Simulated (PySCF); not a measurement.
**Spin states and ions at one geometry of OsO2(OH)2**

PySCF 2.14.0, RKS PBE0, Os def2-SVP with ECP60, O def2-SVP, H def2-SVP; non-relativistic Hamiltonian with scalar-relativistic core potentials where named; density fitting; no spin-orbit coupling; singlets restricted, open shells unrestricted. The geometry is relaxed for charge 0, singlet, vacuum:

```xyz
7

Os    0.0000    0.0000    0.3112
O     1.0603    1.0335    1.1169
O    -1.0603   -1.0335    1.1169
O     0.8896   -0.9177   -1.0733
H     0.6166   -0.6508   -1.9703
O    -0.8896    0.9177   -1.0733
H    -0.6166    0.6508   -1.9703
```

Energies count from the relaxed state; an electron taken off or put on is at rest in vacuum. Charges and spins are Mulliken's.

```
                     state  energy (eV)  spin squared  charge on Os1 (e)  spin on Os1 (e)  dipole about the centre of mass (D)
 charge 0, singlet, vacuum         0.00          0.00               1.13             0.00                                 2.97
 charge 0, triplet, vacuum         1.46          2.02               1.19             1.27                                 3.54
 charge 0, quintet, vacuum         6.22          6.02               1.01             2.02                                 4.91
charge -1, doublet, vacuum        -1.17          0.76               0.82             0.56                                 2.55
```

Problem. What does the state charge +1, doublet, vacuum give?

Solution. energy (eV) 10.12, spin squared 0.76, charge on Os1 (e) 1.44, spin on Os1 (e) 0.79, dipole about the centre of mass (D) 3.91.

With an electron taken off (doublet) the charges change, summed by element, by Os +0.31 e, O +0.52 e, H +0.17 e. The vertical ionisation energy is 10.12 eV, against −ε(HOMO) = 7.84 eV of the relaxed state. The level lies 2.3 eV too high, as is usual for semilocal functionals and global hybrids, which keep a self-interaction error.

With an electron put on (doublet) the charges change, summed by element, by Os -0.31 e, O -0.53 e, H -0.16 e. The vertical electron affinity is 1.17 eV, against −ε(LUMO) = 3.49 eV of the relaxed state. The basis has no diffuse functions, which an added electron needs. The added electron's level lies above zero.

Open shells may have lower solutions than those found.
